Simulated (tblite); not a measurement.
A tight-binding relaxation on `CC#C[CH2][GeH2][CH2][GeH2][Cl]`.

Computed with GFN2-xTB geometry optimisation, gas phase (tblite 0.8.0). Start geometry: from a force field or distance geometry. The command runs a driver script over a list of jobs; the input below is this job's line of settings and its coordinates in Å.

Command:
```bash
OMP_NUM_THREADS=1 python probes_run.py task.json out
```

Input:
```
{"job": {"kind": "relax", "xc": "GFN2-xTB", "basis": "xTB"}, "charge": 0, "multiplicity": 1}
C      3.343200     0.973400    -0.601600
C      2.268300     0.212400     0.039200
C      1.405400    -0.427700     0.585700
C      0.325900    -1.179100     1.218000
Ge    -1.046100    -1.622300    -0.076900
C     -1.626000    -0.015000    -1.024500
Ge    -2.295600     1.296400     0.247200
Cl    -3.966300     0.466800     1.345800
H      4.091400     0.277800    -1.026500
H      3.818700     1.635600     0.149500
H      2.896200     1.592400    -1.414500
H      0.738200    -2.127200     1.651500
H     -0.124600    -0.579700     2.051700
H     -2.252200    -2.266900     0.632200
H     -0.468600    -2.614400    -1.112100
H     -0.763400     0.420500    -1.559500
H     -2.422400    -0.273200    -1.737900
H     -2.760700     2.552100    -0.516400
H     -1.171100     1.687400     1.247700
```

Output:
```
step      E/eV     max force
  0    -671.51557    1.196
  1    -671.59949    0.663
  2    -671.63053    1.929
  3    -671.64277    1.600
  4    -671.66307    0.260
  5    -671.67053    0.169
  6    -671.67963    0.305
  7    -671.68325    0.222
  8    -671.68773    0.144
  9    -671.69107    0.209
... (114 lines left out)
124    -671.71382    0.012
125    -671.71384    0.012
126    -671.71386    0.019
127    -671.71388    0.016
128    -671.71390    0.011
129    -671.71391    0.011
130    -671.71393    0.021
131    -671.71396    0.028
132    -671.71398    0.023
133    -671.71400    0.008
```

«max force» is the largest atomic force in eV/Å.

From which step on does the largest force stay under 0.1 eV/Å, and how much energy is left to gain from there?

From step 11 (0.093 eV/Å), 18.0 meV above the end.

Summary of the converged run: energy lowered by 4.6 kcal/mol over 133 steps; largest atomic force 0.008 eV/Å at the end.

Give the final coordinates.

0.313 Å rms from the input after alignment:
```
atom  x, y, z in Å
C1     3.1655    1.1033   -0.4608
C2     2.1504    0.2498    0.1209
C3     1.3289   -0.4607    0.6303
C4     0.3088   -1.3032    1.2114
Ge5   -1.0844   -1.7613   -0.1295
C6    -1.6882   -0.1302   -1.0671
Ge7   -2.0081    1.3949    0.1416
Cl8   -3.3471    0.8320    1.6549
H9     3.9408    0.4963   -0.9281
H10    3.6214    1.7243    0.3103
H11    2.7225    1.7513   -1.2171
H12    0.7628   -2.2136    1.6097
H13   -0.1716   -0.7749    2.0406
H14   -2.2447   -2.4546    0.5382
H15   -0.5485   -2.7242   -1.1648
H16   -0.9244    0.1597   -1.7876
H17   -2.6000   -0.3430   -1.6250
H18   -2.6406    2.5651   -0.5944
H19   -0.7532    1.8983    0.8153
```

How long does this job take on an Arm Neoverse N1 with one thread, no GPU, on a shared host?

About 2.2 s.
Labels such as C1 count atoms from 1, the log's own numbers from 0.
